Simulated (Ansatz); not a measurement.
Consider the ligand exchange at the Si–C bond: `O[CH]([SiH3])[GeH3]` + `N[SiH2]O[SiH3]` → `[SiH3]N[SiH2]O[SiH3]` + `O[CH2][GeH3]`.

Calculated with Ansatz (gas phase, PBE0-D4/def2-TZVP geometries, no zero-point term in ΔE). CCSD(T)/CBS is the MP2 limit (def2-TZVPP, def2-QZVPP) plus CCSD(T) − MP2 in def2-TZVPP, frozen cores. Functionals use def2-TZVPP. B3LYP here is the variant with VWN-RPA as its local correlation; programs differ in this. For Ge outer-core shells are correlated without core-valence functions, which leaves a few kJ/mol of doubt a bond. Scalar relativity is left out up to krypton. One conformer a species, not always the lowest.

| level | ΔE (kJ/mol) | difference from CCSD(T)/CBS |
| --- | --- | --- |
| r2SCAN-D4 | -63.2 | 2.4 |
| PBE0-D4 | -62.3 | 3.3 |
| B3LYP-D4 | -67.6 | -2.0 |
| ωB97X-V | -65.9 | -0.3 |
| ωB97M-V | -65.1 | 0.5 |
| PBE | -55.0 | 10.6 |
| PBE0 | -60.7 | 4.9 |
| B3LYP | -65.2 | 0.4 |
| HF/def2-TZVPP | -80.7 | -15.1 |
| MP2/def2-TZVPP | -68.0 | -2.4 |
| CCSD/def2-TZVPP | -69.1 | -3.5 |
| CCSD(T)/def2-TZVPP | -66.9 | -1.3 |
| HF/def2-QZVPP | -81.7 | -16.1 |
| SCS-MP2/def2-QZVPP | -70.3 | -4.7 |
| MP2/CBS(def2) | -66.7 | -1.1 |
| CCSD/CBS(def2) | -67.8 | -2.2 |
| CCSD(T)/CBS | -65.6 | 0 |

Largest T1 diagnostic among the species: 0.012.

From PBE to PBE0 (25 % exact exchange), in def2-TZVPP and without D4, ΔE moves by −5.7 kJ/mol. In def2-TZVPP, CCSD(T) changes the Hartree–Fock value by +13.8 kJ/mol (the triples alone add +2.2 kJ/mol) and MP2 by +12.6 kJ/mol.
